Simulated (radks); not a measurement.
Species: I3+. Configuration: [Kr] 4d10 5s2 5p(up 1, down 1) (spins set by hand, not the high-spin state). Method: scalar-relativistic Kohn-Sham, PBE, spin-polarised, spherical densities, point nucleus; computed with a radial shooting solver on a logarithmic mesh with Libxc functionals.

Normalised radial functions P(r) = r R(r), r in bohr:

```
   r/bohr * 4d, o 5p (the largest magnitude, 1.14, reaches the edge; | marks zero, & curves that meet)
 0.003864                             &
 0.005112                             &
 0.006764                             &
 0.009021                             &
  0.01194                             *o
  0.01579                             *o
   0.0209                             * o
  0.02765                             |*o
  0.03688                             |* o
  0.04879                             | * o
  0.06456                             |   &
  0.08542                             |  o   *
   0.1139                             |o         *
   0.1507                          o  |             *
   0.1995                       o     |              *
   0.2639                        o    |         *
   0.3492                            o|*
   0.4657                *            |     o
   0.6162     *                       |         o
   0.8153  *                          |    o
    1.079       *                o    |
    1.427              o *            |
    1.904          o            *     |
    2.519              o            * |
    3.333                     o       *
     4.41                          o  *
    5.835                             &
```

4d: eigenvalue -82.376 eV, 1 radial node at r = 0.353 bohr, <r> = 0.916 bohr, 90 % of the charge inside 1.39 bohr. 5p: eigenvalue -34.294 eV, 3 radial nodes at r = 0.119, 0.361, 0.952 bohr, <r> = 2.11 bohr, 90 % of the charge inside 3.06 bohr.
